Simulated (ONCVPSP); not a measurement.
**Varying the ONCV potential for aluminium**

Base potential:

```json
{
  "Element": "Al (Z = 13)",
  "Generator": "ONCVPSP 4.0.1",
  "Type": "optimised norm-conserving Vanderbilt (ONCV)",
  "Functional": "LDA (Perdew-Zunger)",
  "Relativity": "scalar-relativistic",
  "Frozen core": "[Ne]",
  "Valence charge": "3",
  "Reference configuration": "3s1 3p2",
  "Partial waves": "3s: rc 1.75 bohr, ncon 3, nbas 6, qcut 4.2 1/bohr, 1 projector; 3p: rc 1.70 bohr, ncon 4, nbas 7, qcut 5 1/bohr, 2 projectors, debl 3.9 Ha; d scattering state at 0.44 Ha: rc 1.90 bohr, ncon 3, nbas 7, qcut 4.2 1/bohr, 2 projectors, debl 0.7 Ha",
  "Local potential": "polynomial inside 1.10 bohr (lpopt 4, dvloc0 0 Ha)",
  "Core correction": "Teter function, fcfact 3.75, rcfact 1.6"
}
```

Cutoffs, loose and tight: the cutoffs (Ha) at which the residual kinetic energy of the hardest occupied pseudo-wave falls to 1 and 0.1 mHa per electron. They do not see the model core or the augmentation charge, which bear on the density cutoff. Test errors are all-electron minus pseudo excitation energies from the reference, over the configurations 3s2 3p1; 3s2 3p0; 3s1 3p0; 3s1 3p1. A dash means not determined; rows that change the core or the reference have their own tests.

For the base: The cutoffs count occupied waves only; projector 2 of the p channel, the hardest unoccupied one, needs 70 Ha at the loose tolerance.

```csv
change,outcome,"cutoff, loose","cutoff, tight",bound ghosts,GHOST(+) flags above zero,largest test error (meV)
base,generated,6.2 Ha,39 Ha,none,s,-33
d: rc 1.8,generated,6.2 Ha,39 Ha,none,s,-33
"all radii but the core radius scaled by about 0.77 (s 1.36, p 1.32, d 1.46 bohr); local potential polynomial inside 0.84 bohr (lpopt 4, dvloc0 0 Ha)","failed: optimize: ERROR ps0norm > uunorm, code will stop",–,–,–,–,–
functional revPBE,generated,7.8 Ha,37 Ha,none,s,-22
s: qcut 6,generated,6.2 Ha,39 Ha,none,s,-33
```

Question: What comes out with this change to the base: s: qcut 5.4; p: qcut 6.4; d: qcut 5.4?

Answer: outcome: generated; cutoff, loose: 13 Ha; cutoff, tight: 18 Ha; bound ghosts: none; GHOST(+) flags above zero: s; largest test error (meV): -34.
